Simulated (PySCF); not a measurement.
IO: energy against distance

Set-up: PySCF, scalar-relativistic core potentials, basis sets I def2-TZVPP with ECP28, O def2-TZVPP. Energies in eV from I + O in their ground configurations at the same level. State: ²Π (doublet), unpaired electrons π ↑.

All columns are M06-L. A positive dipole means I(−)O(+).

| R (Å) | E (eV) | μ (D) | Mulliken charge on I (basis-dependent) | HOMO (eV) | LUMO (eV) | Mayer bond order | ⟨S²⟩ |
| --- | --- | --- | --- | --- | --- | --- | --- |
| 1.612 | -1.343 | -2.08 | 0.57 | -5.16 | -4.73 | 1.61 | 0.76 |
| 1.687 | -2.163 | -2.27 | 0.53 | -5.33 | -4.86 | 1.61 | 0.76 |
| 1.762 | -2.594 | -2.41 | 0.49 | -5.50 | -4.97 | 1.59 | 0.76 |
| 1.818 | -2.740 | -2.48 | 0.46 | -5.62 | -5.04 | 1.57 | 0.76 |
| 1.874 | -2.777 | -2.53 | 0.43 | -5.73 | -5.11 | 1.54 | 0.76 |
| 1.930 | -2.736 | -2.55 | 0.40 | -5.85 | -5.17 | 1.51 | 0.76 |
| 2.005 | -2.597 | -2.55 | 0.37 | -5.99 | -5.23 | 1.46 | 0.76 |
| 2.099 | -2.338 | -2.52 | 0.33 | -6.17 | -5.29 | 1.39 | 0.76 |
| 2.211 | -1.969 | -2.43 | 0.29 | -6.36 | -5.30 | 1.29 | 0.77 |
| 2.361 | -1.461 | -2.28 | 0.25 | -6.57 | -5.55 | 1.14 | 0.80 |

A fit through these points gives, at Re = 1.870 Å, μ = -2.52 D and dμ/dR = -0.637 D/Å; the reduced mass is 14.2 u.

**Question.** How strong is the fundamental in the double-harmonic approximation, I = 42.26·(dμ/dR)²/μred km/mol?

**Answer.** I = 42.26·(-0.637)²/14.2 = 1.21 km/mol at M06-L.

These are scalar-relativistic numbers at best; spin–orbit coupling would shift them, the dissociation energy most. The state was picked by a PBE0 search and need not be the measured ground state.
